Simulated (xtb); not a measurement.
Input file for xtb: GFN1-xTB on HfSb, 2S+1 = 2, a spin state set in the input, which need not be the lowest, a point of a bond scan (R = 2.452 Å).

```
$ xtb mol.xyz --gfn 1 --sp --chrg 0 --uhf 1
2

Hf     0.00000000     0.00000000     0.00000000
Sb     0.00000000     0.00000000     2.45243400
```

It printed:

```
[...]
           -------------------------------------------------
          |                Calculation Setup                |
           -------------------------------------------------



           -------------------------------------------------
          |                 G F N 1 - x T B                 |
           -------------------------------------------------

        Reference                      10.1021/acs.jctc.7b00118
      * Hamiltonian:
        H0-scaling (s, p, d)           1.850000    2.250000    2.000000
        zeta-weighting                 0.000000
      * Dispersion:
        s8                             2.400000
        a1                             0.630000
        a2                             5.000000
        s9                             0.000000
      * Repulsion:
        kExp                           1.500000
        rExp                           1.000000
      * Coulomb:
        alpha                          2.000000
        third order                    atomic
        anisotropic                    false
      * Halogen bond correction:
        rad-scale                      1.300000
        damping                        0.440000


          ...................................................
          :                      SETUP                      :
          :.................................................:
          :  # basis functions                  20          :
          :  # atomic orbitals                  18          :
          :  # shells                            6          :
          :  # electrons                         9          :
          :  # halogen bonds                     0          :
          :  max. iterations                   250          :
          :  Hamiltonian                  GFN1-xTB          :
          :  restarted?                      false          :
          :  GBSA solvation                  false          :
          :  PC potential                    false          :
          :  electronic temp.          300.0000000     K    :
          :  accuracy                    1.0000000          :
          :  -> integral cutoff          0.2500000E+02      :
          :  -> integral neglect         0.1000000E-07      :
          :  -> SCF convergence          0.1000000E-05 Eh   :
          :  -> wf. convergence          0.2000000E-04 e    :
          :  Broyden damping             0.4000000          :
          :  net charge                          0          :
          :  unpaired electrons                  1          :
          ...................................................

 iter      E             dE          RMSdq      gap      omega  full diag
   1     -2.4061507 -0.240615E+01  0.269E+01    0.00       0.0  T
   2      0.4917750  0.289793E+01  0.336E+01    0.49       1.0  T
   3     -2.4598183 -0.295159E+01  0.209E+01    0.64       1.0  T
   4     -3.1642868 -0.704469E+00  0.138E+01    0.27       1.0  T
   5     -3.1469101  0.173767E-01  0.137E+01    0.27       1.0  T
   6     -3.2447439 -0.978338E-01  0.953E+00    0.03       1.0  T
   7     -3.2758563 -0.311123E-01  0.853E+00    0.03       1.0  T
   8     -3.3996190 -0.123763E+00  0.338E+00    0.07       1.0  T
   9     -3.4228823 -0.232634E-01  0.111E+00    0.09       1.0  T
  10     -3.4246480 -0.176563E-02  0.567E-01    0.09       1.0  T
  11     -3.4249315 -0.283558E-03  0.276E-01    0.09       1.0  T
  12     -3.4250486 -0.117101E-03  0.871E-02    0.09       1.0  T
  13     -3.4250663 -0.177061E-04  0.376E-02    0.10       1.9  T
  14     -3.4250708 -0.450705E-05  0.637E-03    0.10      11.1  T
  15     -3.4250709 -0.501534E-07  0.474E-04    0.10     149.3  T
  16     -3.4250709 -0.211181E-09  0.191E-06    0.10   36962.2  T
  17     -3.4250709 -0.355271E-14  0.277E-07    0.10  100000.0  T

   *** convergence criteria satisfied after 17 iterations ***

         #    Occupation            Energy/Eh            Energy/eV
      -------------------------------------------------------------
         1        2.0000           -0.7033890             -19.1402
         2        2.0000           -0.2977689              -8.1027
         3        2.0000           -0.2454013              -6.6777
         4        2.0000           -0.2454013              -6.6777
         5        0.8078           -0.1997925              -5.4366 (HOMO)
         6        0.0945           -0.1962812              -5.3411 (LUMO)
         7        0.0945           -0.1962812              -5.3411
         8        0.0016           -0.1923379              -5.2338
         9        0.0016           -0.1923379              -5.2338
        10                         -0.1487327              -4.0472
       ...                                ...                  ...
        18                          0.8531305              23.2149
      -------------------------------------------------------------
                  HL-Gap            0.0035113 Eh            0.0955 eV
             Fermi-level           -0.2103649 Eh           -5.7243 eV

 SCC (total)                   0 d,  0 h,  0 min,  0.005 sec
 SCC setup                      ...        0 min,  0.000 sec (  2.429%)
 Dispersion                     ...        0 min,  0.000 sec (  1.031%)
 classical contributions        ...        0 min,  0.000 sec (  0.521%)
 integral evaluation            ...        0 min,  0.001 sec ( 21.656%)
 iterations                     ...        0 min,  0.002 sec ( 37.600%)
 molecular gradient             ...        0 min,  0.002 sec ( 33.944%)
 printout                       ...        0 min,  0.000 sec (  2.585%)

         :::::::::::::::::::::::::::::::::::::::::::::::::::::
         ::                     SUMMARY                     ::
         :::::::::::::::::::::::::::::::::::::::::::::::::::::
         :: total energy              -3.360591737419 Eh    ::
         :: gradient norm              0.154145666765 Eh/a0 ::
         :: HOMO-LUMO gap              0.095546655387 eV    ::
         ::.................................................::
         :: SCC energy                -3.425070883598 Eh    ::
         :: -> electrostatic           0.015960676358 Eh    ::
         :: repulsion energy           0.065002916775 Eh    ::
         :: dispersion energy         -0.000523770596 Eh    ::
         :: halogen bond corr.         0.000000000000 Eh    ::
         :: add. restraining           0.000000000000 Eh    ::
         :: total charge               0.000000000024 e     ::
         :::::::::::::::::::::::::::::::::::::::::::::::::::::

           -------------------------------------------------
          |                Property Printout                |
           -------------------------------------------------

    * Orbital Energies and Occupations

         #    Occupation            Energy/Eh            Energy/eV
      -------------------------------------------------------------
         1        2.0000           -0.7033890             -19.1402
         2        2.0000           -0.2977689              -8.1027
         3        2.0000           -0.2454013              -6.6777
         4        2.0000           -0.2454013              -6.6777
         5        0.8078           -0.1997925              -5.4366 (HOMO)
         6        0.0945           -0.1962812              -5.3411 (LUMO)
         7        0.0945           -0.1962812              -5.3411
         8        0.0016           -0.1923379              -5.2338
         9        0.0016           -0.1923379              -5.2338
        10                         -0.1487327              -4.0472
        11                         -0.0992127              -2.6997
        12                         -0.0992127              -2.6997
        13                         -0.0075534              -0.2055
Note: The following floating-point exceptions are signalling: IEEE_UNDERFLOW_FLAG IEEE_DENORMAL
normal termination of xtb
        14                         -0.0075534              -0.2055
        15                          0.1450286               3.9464
        16                          0.3228847               8.7861
       ...                                ...                  ...
        18                          0.8531305              23.2149
      -------------------------------------------------------------
                  HL-Gap            0.0035113 Eh            0.0955 eV
             Fermi-level           -0.2103649 Eh           -5.7243 eV

  Mulliken/CM5 charges         n(s)   n(p)   n(d)
     1Hf    0.27348  0.43435   1.216  1.332  1.179
     2Sb   -0.27348 -0.43435   1.783  3.475  0.015

Wiberg/Mayer (AO) data.
largest (>0.10) Wiberg bond orders for each atom

 ---------------------------------------------------------------------------
     #   Z sym  total        # sym  WBO       # sym  WBO       # sym  WBO
 ---------------------------------------------------------------------------
     1  72 Hf   3.186 --     2 Sb   3.186
     2  51 Sb   3.186 --     1 Hf   3.186
 ---------------------------------------------------------------------------

Topologies differ in total number of bonds
Writing topology from bond orders to xtbtopo.mol

 dipole moment from electron density (au)
     X       Y       Z
  -0.0000  -0.0000  -2.9234  total (Debye):    7.431


           -------------------------------------------------
          | TOTAL ENERGY               -3.360591737419 Eh   |
          | GRADIENT NORM               0.154145666765 Eh/α |
          | HOMO-LUMO GAP               0.095546655387 eV   |
           -------------------------------------------------

------------------------------------------------------------------------
------------------------------------------------------------------------
 total:
 SCF:
```

The run finished.

Cost: very roughly 0.05 core-seconds.
